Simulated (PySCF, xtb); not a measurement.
PbBr, SMILES [Br][Pb+] (connectivity only; charge and spin as stated), charge +1, multiplicity 1.

Harmonic wavenumbers (cm⁻¹) from xtb with GFN2-xTB at its own minimum, in rising order: 237.

Problem. What does B3LYP-D3(BJ)/def2-TZVP in PySCF 2.14.0 give at its own minimum? (Estimate from the structure and the level; the computed values follow.)

Solution. 253. Paired by order, the mean absolute difference is 16 cm⁻¹ and the zero-point energies are 0.3 and 0.4 kcal/mol.
